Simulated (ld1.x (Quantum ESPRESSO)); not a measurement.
erbium (Er) PAW: all-electron and pseudo phase curves

erbium, PAW, made with ld1.x (Quantum ESPRESSO) 7.5 (Wu–Cohen, fully relativistic). Core [Kr] 4d10, reference 4f12 5s2 5p6 5d0 6s1.5 6p0.5. Waves: 5s (bound): rcut 1.70, rcutus 1.80 bohr; 6s (bound): rcut 1.70, rcutus 1.80 bohr; 5p (bound): rcut 2.00, rcutus 2.35 bohr; 6p (bound): rcut 2.00, rcutus 2.35 bohr; 5d (bound, empty): rcut 3.15, rcutus 3.80 bohr; 5d channel at 0.5 Ry: rcut 3.15, rcutus 3.80 bohr; 4f (bound): rcut 0.85, rcutus 1.00 bohr; 4f channel at 1.65 Ry: rcut 0.85, rcutus 1.00 bohr. Local part: all-electron potential smoothed inside 1.15 bohr (lloc = -1). Core correction: Bessel-smoothed model core, default radius (core density twice the valence density). Augmentation charge: BESSEL, radius 0.80 bohr.

Open shells are filled in proportion to 2j + 1 (rel_dist='average').

The phase is arctan(r·u′/u) with u = r·R(r), unwrapped; energies in Ry, scanned from -6 to 5 Ry. A pole is an energy at which the radial function vanishes at the test radius. The pseudo phase is shifted by a multiple of π to meet the all-electron one at the reference energy, and phase errors are pseudo minus all-electron; the curves can meet again beyond the range given. Levels narrower than the energy grid can be missing from the lists of poles.

Q: For each channel, where are the poles, and over which energies does the pseudopotential scatter like the atom?

A:

```csv
channel,radius (bohr),reference energy (Ry),"poles, all-electron","poles, pseudo",unbroken range about the reference energy with phases within 0.05 rad,phase error 1 Ry above the reference energy (rad)
s,4.10,-0.32,"0.31, 3.71","0.31, 3.67",the whole range,-0.000
p1/2,4.10,-0.12,"-2.27, 0.90, 4.47","-2.27, 0.81, 2.57",-2.2 to 1.1,-0.030
p3/2,4.10,-0.10,"-1.88, 1.07, 4.76","-1.88, 0.97, 2.53",below 1.2,-0.021
d3/2,4.10,-0.12,"0.10, 2.40","0.04, 0.74",-0.1 to -0.1,-2.452
d5/2,4.10,-0.10,"0.13, 2.45","-0.53, 0.10, 0.72",-0.1 to 0.6,-2.594
f5/2,4.10,-0.33,"1.79, 4.64","1.79, 4.63",the whole range,+0.000
```

The ghost test of this file was not conclusive.

Phases in the p1/2 channel:

```
E (Ry)  all-electron   pseudo
 -6.00         1.468    1.468
 -5.74         1.466    1.466
 -5.48         1.463    1.463
 -5.22         1.460    1.460
 -4.96         1.457    1.457
 -4.70         1.454    1.454
 -4.44         1.450    1.450
 -4.18         1.446    1.446
 -3.92         1.442    1.442
 -3.66         1.437    1.437
 -3.40         1.431    1.431
 -3.14         1.424    1.424
 -2.88         1.416    1.417
 -2.62         1.406    1.407
 -2.36         1.384    1.387
 -2.10        -1.747   -1.751
 -1.84        -1.766   -1.768
 -1.58        -1.786   -1.788
 -1.32        -1.813   -1.815
 -1.06        -1.851   -1.853
 -0.80        -1.912   -1.914
 -0.54        -2.028   -2.029
 -0.28        -2.329   -2.330
 -0.02        -3.410   -3.412
  0.24        -4.311   -4.320
  0.50        -4.562   -4.577
  0.76        -4.673   -4.696
  1.02        -4.742   -4.786
  1.28        -4.800   -4.900
  1.54        -4.861   -5.253
  1.80        -4.945   -7.284
  2.06        -5.103   -7.695
  2.32        -5.574   -7.799
  2.58        -6.905   -7.856
  2.84        -7.467   -7.899
  3.10        -7.638   -7.940
  3.36        -7.718   -7.987
  3.62        -7.766   -8.051
  3.88        -7.800   -8.163
  4.14        -7.827   -8.432
  4.40        -7.849   -9.399
  4.66        -7.869  -10.403
  4.92        -7.889  -10.682
```
